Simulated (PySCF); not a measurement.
Values are calculated unless marked as measured or tabulated.
## Si4BH10

The system: Si4BH10, a small molecule (built as: Si site whose three back bonds go to SiH3, SiH3, BHSiH3); neutral, doublet. The structure, one conformer, was relaxed in the gas phase by PBE0-D3(BJ)/def2-SVP. No frequency run checks that it is a minimum.

SMILES: [SiH3]B[Si]([SiH3])[SiH3]

Coordinates in Å:
```
Si1     0.311    0.489   -0.039
Si2     1.857   -1.267   -0.095
Si3     1.330    2.595   -0.124
B4     -1.617    0.250    0.041
Si5    -2.516   -1.544    0.105
H6      2.708   -1.138   -1.320
H7      1.170   -2.593   -0.107
H8      2.752   -1.181    1.100
H9      1.738    2.906   -1.531
H10     0.384    3.649    0.352
H11     2.559    2.606    0.729
H12    -2.299    1.249    0.040
H13    -3.260   -1.775   -1.178
H14    -1.574   -2.695    0.287
H15    -3.524   -1.605    1.214
```

EPR values by unrestricted B3LYP, IGLO-III on B Si, pcH-1 on H.

Question: Predict g and the largest hyperfine couplings. Where does the spin sit?

Answer: g = 2.0022, 2.0034, 2.0069. The spin sits on Si1 (81 %, bonded to 1 B + 2 Si) by Mulliken populations.
```tsv
atom	isotope	isotropic (MHz)	dipolar, principal values (MHz)
Si1	29Si	-70.9	-132.1, 64.6, 67.5
H9	1H	36.1	-1.6, -0.8, 2.5
H8	1H	28.9	-1.5, -0.9, 2.5
H13	1H	27.3	-1.4, -0.9, 2.2
H6	1H	25.7	-1.5, -1.0, 2.5
B4	11B	3.0	-12.4, -12.0, 24.4
```

Question: How do the isotropic couplings move with BHandHLYP?

Answer: Si1 -70.9 to -92.7 MHz, H9 36.1 to 34.3 MHz, H8 28.9 to 27.6 MHz, H13 27.3 to 21.7 MHz.

The 2 runs behind this took 3.2 min in all, one thread each of Arm Neoverse V1 on a shared host, launched as `OMP_NUM_THREADS=1 python cluster_run.py task.json out`.
